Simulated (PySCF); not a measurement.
C8H8S, SMILES C=Cc1ccccc1S (GFN2-xTB optimised geometry):

```
17

C      2.482    -1.804     0.000
C      1.155    -1.804     0.000
C      0.280    -0.640     0.000
C      0.771     0.666    -0.042
C     -0.073     1.758    -0.043
C     -1.445     1.571    -0.003
C     -1.962     0.290     0.039
C     -1.113    -0.809     0.040
S     -1.801    -2.441     0.095
H      3.072    -0.903     0.001
H      3.036    -2.727     0.000
H      0.639    -2.757     0.002
H      1.837     0.823    -0.075
H      0.337     2.757    -0.076
H     -2.114     2.417    -0.004
H     -3.033     0.144     0.070
H     -3.072    -2.043     0.113
```

Method: PBE/def2-SVP (PySCF 2.14.0).

Task: What are the frontier orbital energies and the dipole moment?

Result: HOMO-2 -7.29 eV, HOMO-1 -5.85 eV, HOMO -5.16 eV, LUMO -1.92 eV, LUMO+1 -1.01 eV; dipole moment 1.01 D.

Meta-Löwdin charges at PBE/def2-SVP: C1 -0.23, C2 -0.10, C3 -0.01, C4 -0.10, C5 -0.12, C6 -0.10, C7 -0.12, C8 -0.05, S9 -0.01, H10 0.10, H11 0.11, H12 0.11, H13 0.11, H14 0.11, H15 0.11, H16 0.10, H17 0.09.
